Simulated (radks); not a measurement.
Q: The tungsten ion W+, 73 electrons, occupied as [Xe] 4f14 5d3 6s2 (not the ground configuration). All-electron calculation, scalar-relativistic Kohn-Sham, LDA (Slater exchange, Perdew-Wang correlation), spin-polarised, spherical densities, point nucleus; open shells are filled with parallel spins first (spin-orbit coupling, left out, can overturn this in heavy ions). Program: a radial shooting solver on a logarithmic mesh with Libxc functionals. Some entries of the table are withheld. Estimate them.

orbital  occ.  eigenvalue (hartree)  r(max) (bohr)  <1/r> (bohr^-1)
1s up       1             -2552.235        0.01146            87.05
1s down     1             -2552.235        0.01146            87.05
2s up       1             -440.8666        0.06571            20.35
2s down     1             -440.8617        0.06571            20.35
2p up       3             -385.7385        0.05390            18.44
2p down     3             -385.7345        0.05389            18.44
3s up       1             -101.8033         0.1854            7.533
3s down     1             -101.8013         0.1854            7.533
3p up       3             -85.48145         0.1835            6.957
3p down     3             -85.47926         0.1835            6.957
3d up       5             -66.68041         0.1493            6.575
3d down     5             -66.67697         0.1493            6.575
4s up       1             -21.27540         0.4207            3.205
4s down     1             -21.27072         0.4207            3.205
4p up       3             -15.91952         0.4413            2.911
4p down     3             -15.91479         0.4413            2.911
4d up       5              -9.13242         0.4522            2.590
4d down     5              -9.12654         0.4522            2.590
5s up       1              -3.30663         0.9622            1.255
5s down     1              -3.26208         0.9595            1.261
5p up       3                   (1)          1.091            1.055
5p down     3                   (2)          1.086            1.062
4f up       7                   (3)         0.4280            2.083
4f down     7                   (4)         0.4278            2.089
5d up       3              -0.53159          1.468           0.6926
6s up       1              -0.50893            (5)           0.4482
6s down     1              -0.46788            (6)           0.4313
5d down     0              -0.46711          1.461           0.6838

A: 
(1) 5p up eigenvalue (hartree): -1.98652
(2) 5p down eigenvalue (hartree): -1.92980
(3) 4f up eigenvalue (hartree): -1.60888
(4) 4f down eigenvalue (hartree): -1.59710
(5) 6s up r(max) (bohr): 2.487
(6) 6s down r(max) (bohr): 2.545
